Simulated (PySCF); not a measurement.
PySCF job for CH3FO2Si, SMILES O=CO[SiH2]F, PBE0-D3(BJ)/def2-SVP. 

```python
import numpy as np
from pyscf import gto, scf, dft
from pyscf.geomopt import geometric_solver

mol = gto.M(
    atom='''
    O     1.78522285    0.80793361    1.11756325
    C     1.69568812    0.22524223    0.08115839
    O     0.57577558   -0.19200267   -0.46239824
    Si   -0.94761585   -0.00971989    0.15965641
    F    -1.76949189   -0.74568954   -0.99393546
    H     2.55838684   -0.03686200   -0.55484928
    H    -1.09704140   -0.78045306    1.37541429
    H    -1.33141291    1.38569848    0.16139381
    ''',
    basis='def2-SVP',
    charge=0,
    spin=0,
    max_memory=1600,
    verbose=3,
)
mf = dft.RKS(mol, xc='pbe0').density_fit(auxbasis='def2-universal-jkfit')
mf.disp = 'd3bj'
mf.grids.level = 3
mf.conv_tol = 1e-9
mf.max_cycle = 100
mf.kernel()
grad = mf.nuc_grad_method()
grad.grid_response = mol.nao <= 150
conv, mol_eq = geometric_solver.kernel(grad, convergence_set='GAU_TIGHT', maxsteps=100)
print(mol_eq.tostring(format='xyz'))
mf.reset(mol_eq)
mf.kernel()
```

Log of the run:

```
[...]
   C   1.668372   0.169022   0.044143   -0.000002 -0.000603 -0.000484
   O   0.606188  -0.274653  -0.616899   -0.000362 -0.000152 -0.000143
  Si  -0.906443   0.004830   0.135129   -0.000033  0.000445  0.000352
   F  -1.948058  -0.646016  -0.911360   -0.000572  0.000657  0.000770
   H   2.612895  -0.043798  -0.496567   -0.000235 -0.000966 -0.000752
   H  -0.989328  -0.744510   1.406574    0.000117  0.000624  0.000464
   H  -1.172348   1.456384   0.220343    0.000524  0.000553  0.000249
converged SCF energy = -579.058759572847
--------------- DFRKS_Scanner gradients ---------------
         x                y                z
0 O     0.0000016490     0.0000054465     0.0000126430
1 C    -0.0000205952    -0.0000225689    -0.0000207595
2 O     0.0000259185     0.0000176334     0.0000022315
3 Si    -0.0000150433    -0.0000060367     0.0000012234
4 F     0.0000060623     0.0000039870     0.0000037341
5 H     0.0000022076     0.0000032930     0.0000025778
6 H    -0.0000002343    -0.0000017756    -0.0000024775
7 H     0.0000000354     0.0000000212     0.0000008271
----------------------------------------------
cycle 22: E = -579.058759573  dE = -9.91633e-09  norm(grad) = 5.39223e-05
Step   21 : Displace = 6.914e-05/1.214e-04 (rms/max) Trust = 3.000e-01 (=) Grad = 1.906e-05/3.694e-05 (rms/max) E (change) = -579.0587595728 (-9.916e-09) Quality = 1.677
Hessian Eigenvalues: 6.10725e-04 3.25255e-03 9.71859e-03 ... 6.97607e-01 8.52776e-01 1.26424e+00

Geometry optimization cycle 23
Cartesian coordinates (Angstrom)
 Atom        New coordinates             dX        dY        dZ
   O   1.599564   0.732001   1.101318    0.001330 -0.000887 -0.001323
   C   1.668374   0.167722   0.042930    0.000002 -0.001300 -0.001213
   O   0.605331  -0.275245  -0.617102   -0.000857 -0.000592 -0.000203
  Si  -0.906508   0.005773   0.136025   -0.000065  0.000942  0.000897
   F  -1.949408  -0.644758  -0.909362   -0.001349  0.001259  0.001998
   H   2.612317  -0.046017  -0.498434   -0.000577 -0.002220 -0.001867
   H  -0.989024  -0.742916   1.407874    0.000304  0.001594  0.001300
   H  -1.171135   1.457588   0.220754    0.001213  0.001204  0.000411
converged SCF energy = -579.05875959721
--------------- DFRKS_Scanner gradients ---------------
         x                y                z
0 O     0.0000051421     0.0000158850     0.0000296210
1 C    -0.0000539647    -0.0000512288    -0.0000585701
2 O     0.0000620944     0.0000316630     0.0000156015
3 Si    -0.0000292742    -0.0000066938     0.0000021127
4 F     0.0000109030     0.0000045928     0.0000087532
5 H     0.0000050891     0.0000069003     0.0000047133
6 H    -0.0000017485    -0.0000017227    -0.0000027924
7 H     0.0000017588     0.0000006041     0.0000005608
----------------------------------------------
cycle 23: E = -579.058759597  dE = -2.43635e-08  norm(grad) = 0.000128301
Step   22 : Displace = 8.240e-05/1.499e-04 (rms/max) Trust = 3.000e-01 (=) Grad = 4.536e-05/9.469e-05 (rms/max) E (change) = -579.0587595972 (-2.436e-08) Quality = 1.569
Hessian Eigenvalues: 5.19236e-04 1.92374e-03 7.68319e-03 ... 7.71065e-01 8.54468e-01 1.29132e+00

Geometry optimization cycle 24
Cartesian coordinates (Angstrom)
 Atom        New coordinates             dX        dY        dZ
   O   1.601506   0.731498   1.098876    0.001942 -0.000502 -0.002442
   C   1.668370   0.166038   0.040972   -0.000005 -0.001684 -0.001958
   O   0.604053  -0.276504  -0.617214   -0.001278 -0.001258 -0.000112
  Si  -0.906583   0.006968   0.137487   -0.000075  0.001195  0.001462
   F  -1.951401  -0.643610  -0.905934   -0.001993  0.001147  0.003428
   H   2.611422  -0.049191  -0.501362   -0.000895 -0.003174 -0.002927
   H  -0.988381  -0.740225   1.410259    0.000643  0.002691  0.002385
   H  -1.169475   1.459173   0.220920    0.001661  0.001585  0.000165
converged SCF energy = -579.058759638693
--------------- DFRKS_Scanner gradients ---------------
         x                y                z
0 O     0.0000069352     0.0000271216     0.0000481194
1 C    -0.0000759700    -0.0000748248    -0.0000915301
2 O     0.0000904896     0.0000397660     0.0000230297
3 Si    -0.0000490136    -0.0000075707     0.0000021201
4 F     0.0000167437     0.0000057056     0.0000148872
5 H     0.0000089452     0.0000097357     0.0000053576
6 H    -0.0000024282    -0.0000014721    -0.0000026542
7 H     0.0000042981     0.0000015388     0.0000006702
----------------------------------------------
cycle 24: E = -579.058759639  dE = -4.14828e-08  norm(grad) = 0.00019075
Step   23 : Displace = 6.574e-05/1.049e-04 (rms/max) Trust = 3.000e-01 (=) Grad = 6.744e-05/1.405e-04 (rms/max) E (change) = -579.0587596387 (-4.148e-08) Quality = 1.570
Hessian Eigenvalues: 4.27544e-04 1.24714e-03 7.02835e-03 ... 7.25664e-01 8.56472e-01 1.28451e+00

Geometry optimization cycle 25
Cartesian coordinates (Angstrom)
 Atom        New coordinates             dX        dY        dZ
   O   1.603931   0.732233   1.094992    0.002424  0.000735 -0.003884
   C   1.668349   0.164326   0.038246   -0.000021 -0.001712 -0.002726
   O   0.602437  -0.278688  -0.617023   -0.001617 -0.002184  0.000191
  Si  -0.906632   0.008140   0.139551   -0.000049  0.001172  0.002064
   F  -1.953863  -0.643412  -0.900837   -0.002462  0.000198  0.005097
   H   2.610217  -0.053015  -0.505303   -0.001205 -0.003824 -0.003942
   H  -0.987246  -0.736262   1.414033    0.001135  0.003963  0.003774
   H  -1.167681   1.460825   0.220345    0.001794  0.001652 -0.000574
converged SCF energy = -579.058759699232
--------------- DFRKS_Scanner gradients ---------------
         x                y                z
0 O     0.0000079465     0.0000297242     0.0000505573
1 C    -0.0000807223    -0.0000774903    -0.0000971767
2 O     0.0000947121     0.0000381536     0.0000250104
3 Si    -0.0000507580    -0.0000056875     0.0000028129
4 F     0.0000173715     0.0000048245     0.0000160830
5 H     0.0000092407     0.0000102191     0.0000044160
6 H    -0.0000029846    -0.0000011504    -0.0000023131
7 H     0.0000051941     0.0000014069     0.0000006103
----------------------------------------------
cycle 25: E = -579.058759699  dE = -6.05389e-08  norm(grad) = 0.000199933
Step   24 : Displace = 1.543e-04/2.285e-04 (rms/max) Trust = 3.000e-01 (=) Grad = 7.069e-05/1.482e-04 (rms/max) E (change) = -579.0587596992 (-6.054e-08) Quality = 1.462
Hessian Eigenvalues: 4.09831e-04 9.80402e-04 6.76285e-03 ... 6.39541e-01 8.53321e-01 1.25085e+00

Geometry optimization cycle 26
Cartesian coordinates (Angstrom)
 Atom        New coordinates             dX        dY        dZ
   O   1.605100   0.734226   1.092101    0.001169  0.001993 -0.002891
   C   1.668330   0.163951   0.036587   -0.000019 -0.000376 -0.001659
   O   0.601626  -0.280498  -0.616537   -0.000811 -0.001811  0.000487
  Si  -0.906611   0.008335   0.140829    0.000021  0.000194  0.001278
   F  -1.955052  -0.644797  -0.897372   -0.001189 -0.001385  0.003465
   H   2.609546  -0.054743  -0.507542   -0.000671 -0.001727 -0.002239
   H  -0.986287  -0.733576   1.416830    0.000959  0.002686  0.002797
   H  -1.167140   1.461250   0.219108    0.000541  0.000426 -0.001238
converged SCF energy = -579.058759741853
--------------- DFRKS_Scanner gradients ---------------
         x                y                z
0 O     0.0000039605     0.0000167744     0.0000282094
1 C    -0.0000421319    -0.0000426421    -0.0000554811
2 O     0.0000530955     0.0000198073     0.0000136708
3 Si    -0.0000311683    -0.0000024285     0.0000019807
4 F     0.0000097856     0.0000022900     0.0000096156
5 H     0.0000043773     0.0000064132     0.0000019903
6 H    -0.0000013787    -0.0000009205    -0.0000009231
7 H     0.0000034600     0.0000007062     0.0000009374
----------------------------------------------
cycle 26: E = -579.058759742  dE = -4.2621e-08  norm(grad) = 0.000111439
Step   25 : Displace = 2.313e-04/3.673e-04 (rms/max) Trust = 3.000e-01 (=) Grad = 3.940e-05/8.168e-05 (rms/max) E (change) = -579.0587597419 (-4.262e-08) Quality = 1.356
Hessian Eigenvalues: 4.74852e-04 8.24579e-04 6.65541e-03 ... 5.71662e-01 8.51790e-01 1.22524e+00

Geometry optimization cycle 27
Cartesian coordinates (Angstrom)
 Atom        New coordinates             dX        dY        dZ
   O   1.604783   0.735779   1.091590   -0.000317  0.001554 -0.000511
   C   1.668324   0.164607   0.036608   -0.000007  0.000657  0.000021
   O   0.601810  -0.280980  -0.616166    0.000184 -0.000481  0.000371
  Si  -0.906559   0.007824   0.140837    0.000052 -0.000511  0.000008
   F  -1.954729  -0.646297  -0.897041    0.000323 -0.001500  0.000332
   H   2.609621  -0.054175  -0.507339    0.000075  0.000568  0.000203
   H  -0.986048  -0.733293   1.417317    0.000239  0.000283  0.000487
   H  -1.167690   1.460681   0.218196   -0.000550 -0.000569 -0.000911
converged SCF energy = -579.058759753928
--------------- DFRKS_Scanner gradients ---------------
         x                y                z
0 O     0.0000011415     0.0000036538     0.0000058474
1 C    -0.0000093048    -0.0000082050    -0.0000117092
2 O     0.0000109589     0.0000039025     0.0000021508
3 Si    -0.0000061755    -0.0000004221     0.0000018609
4 F     0.0000016109     0.0000001913     0.0000019992
5 H     0.0000011123     0.0000018885    -0.0000007292
6 H    -0.0000000697    -0.0000007823    -0.0000003825
7 H     0.0000007265    -0.0000002267     0.0000009627
----------------------------------------------
cycle 27: E = -579.058759754  dE = -1.20748e-08  norm(grad) = 2.31476e-05
Step   26 : Displace = 1.523e-04/2.764e-04 (rms/max) Trust = 3.000e-01 (=) Grad = 8.184e-06/1.706e-05 (rms/max) E (change) = -579.0587597539 (-1.207e-08) Quality = 1.215
Hessian Eigenvalues: 4.92247e-04 7.84133e-04 6.66881e-03 ... 5.61096e-01 8.51575e-01 1.21788e+00

Geometry optimization cycle 28
Cartesian coordinates (Angstrom)
 Atom        New coordinates             dX        dY        dZ
   O   1.604376   0.736160   1.091937   -0.000406  0.000381  0.000347
   C   1.668328   0.165003   0.036981    0.000005  0.000395  0.000373
   O   0.602077  -0.280869  -0.616062    0.000267  0.000110  0.000104
  Si  -0.906541   0.007535   0.140561    0.000018 -0.000289 -0.000276
   F  -1.954314  -0.646780  -0.897602    0.000416 -0.000483 -0.000561
   H   2.609806  -0.053561  -0.506740    0.000184  0.000614  0.000599
   H  -0.986147  -0.733661   1.416991   -0.000099 -0.000368 -0.000327
   H  -1.168074   1.460320   0.217938   -0.000384 -0.000361 -0.000259
converged SCF energy = -579.05875975549
--------------- DFRKS_Scanner gradients ---------------
         x                y                z
0 O     0.0000002358    -0.0000012299    -0.0000022528
1 C     0.0000001784     0.0000015766     0.0000010407
2 O    -0.0000008826     0.0000003453     0.0000006442
3 Si     0.0000020217    -0.0000001685    -0.0000000848
4 F    -0.0000007620    -0.0000002806    -0.0000001579
5 H    -0.0000008906     0.0000009485    -0.0000007091
6 H     0.0000005036    -0.0000009751     0.0000002830
7 H    -0.0000004042    -0.0000002162     0.0000012367
----------------------------------------------
cycle 28: E = -579.058759755  dE = -1.56251e-09  norm(grad) = 4.6459e-06
Step   27 : Displace = 3.172e-05/5.733e-05 (rms/max) Trust = 3.000e-01 (=) Grad = 1.643e-06/2.577e-06 (rms/max) E (change) = -579.0587597555 (-1.563e-09) Quality = 1.314
Hessian Eigenvalues: 4.92247e-04 7.84133e-04 6.66881e-03 ... 5.61096e-01 8.51575e-01 1.21788e+00
Converged! =D

8
XYZ from PySCF
O           1.60437612        0.73616010        1.09193702
C           1.66832812        0.16500251        0.03698097
O           0.60207695       -0.28086912       -0.61606203
Si         -0.90654086        0.00753531        0.14056103
F          -1.95431391       -0.64678012       -0.89760214
H           2.60980566       -0.05356070       -0.50673974
H          -0.98614713       -0.73366120        1.41699051
H          -1.16807361        1.46032039        0.21793755
converged SCF energy = -579.058759755439
```

The calculation finished and met its thresholds.

Cost: about 3 core-minutes (a rough figure).
